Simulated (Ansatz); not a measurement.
An input meant for [CoI(H2O)5]2+ (CoIO₅H₁₀²⁺) (charge 2, singlet; atoms displaced at random, 0.15 Å in each coordinate).

```yaml
crystal:
  periodic: [false, false, false]
  atoms:
    - {symbol: Co, position_ang: [-0.002531, -0.368878, 0.125132]}
    - {symbol: I, position_ang: [0.157581, -0.076540, 2.681554]}
    - {symbol: O, position_ang: [-0.090250, 0.022218, -1.756507]}
    - {symbol: H, position_ang: [0.363146, 0.196825, -2.370477]}
    - {symbol: H, position_ang: [-1.100180, 0.321531, -2.140212]}
    - {symbol: O, position_ang: [1.893050, 0.147446, 0.028969]}
    - {symbol: H, position_ang: [2.528376, -0.671122, -0.139359]}
    - {symbol: H, position_ang: [2.105131, 0.598297, 0.454494]}
    - {symbol: O, position_ang: [-1.716595, -0.522297, 0.293839]}
    - {symbol: H, position_ang: [-2.413572, 0.386931, 0.556784]}
    - {symbol: H, position_ang: [-2.101533, -0.807811, 1.046671]}
    - {symbol: O, position_ang: [-0.519747, 1.746740, 0.310003]}
    - {symbol: H, position_ang: [0.111635, 2.499320, -0.003946]}
    - {symbol: H, position_ang: [-0.090134, 2.355193, 1.145315]}
    - {symbol: O, position_ang: [0.151954, -1.902716, -0.121019]}
    - {symbol: H, position_ang: [0.126976, -2.661637, 0.815590]}
    - {symbol: H, position_ang: [0.150681, -2.176206, -0.753524]}
basis:
  gaussian: {orbitals: def2-TZVP}
total_charge: 2
magnetization: {spin_polarized: true, initial_magnetization: 1}
hamiltonian: {xc: {name: BHLYP}}
scf: {lower_state_search: off}
output: {forces: true}
```

```sh
$ ansatz run in.yaml --threads 2 --pin off --events-out ev --progress --plain --max-ram 32768MiB --backend cuda --devices 0, --max-vram 18GiB
```

Output, abridged:

```
Error: a molecule whose nuclei and cores have a total charge of 102 cannot have a net charge of 2 together with 1 unpaired electrons
```

Question: Something in this input is off. What?

Answer: The number of unpaired electrons doesn't fit the electron count. The program refused the input.
